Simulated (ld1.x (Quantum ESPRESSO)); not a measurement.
scandium: excitation energies, all-electron against PAW

Sc, PAW, made with ld1.x (Quantum ESPRESSO) 7.5 (PBE, fully relativistic). Core [Ne], reference 3s2 3p6 3d1 4s2 4p0. Waves: 3s (bound): rcut 1.75, rcutus 2.15 bohr; 4s (bound): rcut 1.75, rcutus 2.15 bohr; 3p (bound): rcut 2.10, rcutus 2.30 bohr; 4p (bound, empty): rcut 2.10, rcutus 2.30 bohr; 3d (bound): rcut 1.85, rcutus 2.40 bohr; 3d channel at 0.65 Ry: rcut 1.85, rcutus 2.40 bohr. Local part: all-electron potential smoothed inside 1.70 bohr (lloc = -1). Core correction: Bessel-smoothed model core, default radius (core density twice the valence density). Augmentation charge: BESSEL, radius 1.80 bohr.

Open shells are filled in proportion to 2j + 1 (rel_dist='average').

Energies are relative to the spin-unpolarised reference configuration 3s2 3p6 3d1 4s2 4p0; without spin polarisation the order of configurations can differ from experiment. Not all tests gave a result: test run stopped at test 6 of 7 (negative rho), 1 before it not solved. Left out of the table: 3s2 3p6 3d0 4s0 4p0 (solver errors, printed error -670 eV).

```
valence configuration  charge  ΔE all-electron (eV)  error AE − PS (meV)
  3s2 3p6 3d1 4s0 4p0      +2                19.665                 -191
  3s2 3p6 3d1 4s0 4p2       0                 5.674                 +317
```

Q: What are ΔE and the potential's error for 3s2 3p6 3d1 4s1 4p0?

A: ΔE = 6.897 eV all-electron; the error (AE − PS) is -18 meV.

Q: What are ΔE and the potential's error for 3s2 3p6 3d1.5 4s1.5 4p0?

A: ΔE = 0.680 eV all-electron; the error (AE − PS) is -57 meV.

These tests converged, but a pseudo level misses the all-electron one widely, so the file describes the atom poorly there or has found another state: 3s2 3p6 3d1 4s0 4p0: empty 4p by 2.9 eV (a node warning on the way); 3s2 3p6 3d1 4s0 4p2: 3p by 2.7 eV.

The ghost test of this file was not conclusive.
